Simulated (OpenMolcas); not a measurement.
Computed levels of 4d4 in ions with 40 electrons, in cm-1 above 5D0.

```yaml
Program: OpenMolcas
Method: SS-RASPT2, IPEA 0.25 Eh, imaginary shift 0.1 Eh
Basis: ANO-RCC-VQZP
Scalar_Hamiltonian: DKH2, point nucleus
Spin-orbit_coupling: RASSI with atomic mean-field integrals over the reference wave functions, term energies averaged over their components
```

Active space for each ion: 10 electrons in 8 orbitals (RAS1 4p, at most 2 holes; RAS2 4d); closed shells correlated by CASPT2: 4s.

| Level | Ru4+ | Rh5+ | Ag7+ |
| --- | --- | --- | --- |
| 5D1 | 495 | 676 | 1225 |
| 5D2 | 1322 | 1762 | 3010 |
| 5D3 | 2350 | 3070 | 5020 |
| 5D4 | 3510 | 4520 | 7140 |
| 3P0(1) | 17000 | 18860 | 22190 |
| 3H4 | 17870 | 19900 | 24180 |
| 3H5 | 19050 | 21500 | 26980 |
| 3P1(1) | 19500 | 22100 | 27280 |
| 3H6 | 19990 | 22700 | 28820 |

**Question.** Estimate 5D4, 3P0(1), 3H4 for Pd6+ from its neighbours Rh5+ and Ag7+.

**Answer.** 5D4 is fine structure, which grows about as the fourth power of a screened charge, so the fourth roots are averaged: ((4520^0.25 + 7140^0.25) / 2)^4 = 5718. The calculation gives 5720, so the estimate is off by 0 %.
3P0(1) is another term, which grows about linearly with the charge: (18860 + 22190) / 2 = 20525. The calculation gives 20650, so the estimate is off by -0.6 %.
3H4 is another term, which grows about linearly with the charge: (19900 + 24180) / 2 = 22040. The calculation gives 22000, so the estimate is off by +0.2 %.

Mixed levels, with the weight of the term that names them: Pd6+ 3H4 (74 %), Ag7+ 3H4 (70 %).

CASPT2 breaks the degeneracy within a term, and the mean is taken; among the terms shown or strongly mixed into the levels shown the widest spread is 140 cm-1 (4d4 3H, Rh5+). Active for correlation alone: 4p; no level in the range computed is led by a configuration that opens it, so any true level of that kind is missing. Levels of configurations outside the active space are missing.

A number in round brackets counts repeated terms of one configuration in the order of the reference energies.
